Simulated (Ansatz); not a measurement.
C2H6OSSi can be A, `O=C[SiH2]CS`, or B, `C[SiH](S)C=O`.

Computed with Ansatz on PBE0-D4/def2-TZVP structures; ΔE is electronic, products minus reactants. CCSD(T)/CBS adds triple-zeta CCSD(T) − MP2 to the extrapolated MP2 energy (def2 sets, frozen cores). Functionals use def2-TZVPP. B3LYP here is the variant with VWN-RPA as its local correlation; programs differ in this. One conformer a species, not always the lowest.

A:

```xyz
11

O     1.739    1.235    0.417
C     0.640    1.350    0.904
Si   -0.775    0.080    0.595
C    -0.180   -1.235   -0.593
S     0.276   -0.496   -2.189
H     0.438    2.216    1.579
H    -1.952    0.810    0.057
H    -1.121   -0.468    1.939
H     0.648   -1.819   -0.188
H    -0.993   -1.932   -0.809
H     1.279    0.261   -1.714
```

B:

Z-matrix (Å, degrees):
```
C
Si 1 1.856
H 1 1.093 2 110.1
H 1 1.091 2 110.9 3 -120.6
H 1 1.092 2 110.2 3 118.7
S 2 2.141 1 114.5 3 177.9
C 2 1.924 1 109.1 3 -62.3
H 2 1.487 1 113.5 3 59.3
H 6 1.345 2 94.4 1 57.8
O 7 1.206 2 121.8 1 -7.2
H 7 1.117 2 118.6 1 175.3
```

**Question.** Which isomer does CCSD(T)/CBS put lower? Give the gap. (Estimate.)

**Answer.** Computed: B, by 122.1 kJ/mol.

**Question.** Give E(B) − E(A) in kJ/mol with HF/def2-TZVPP, CCSD/def2-TZVPP, PBE-D4, CCSD(T)/def2-TZVPP, r2SCAN-D4, MP2/def2-TZVPP, B3LYP. (An estimate is asked.)

**Answer.** Ansatz gave: HF/def2-TZVPP -124.9, CCSD/def2-TZVPP -121.5, PBE-D4 -122.0, CCSD(T)/def2-TZVPP -120.7, r2SCAN-D4 -127.9, MP2/def2-TZVPP -124.9, B3LYP -122.9. None reverses the order clearly.

Largest T1 diagnostic: 0.014.
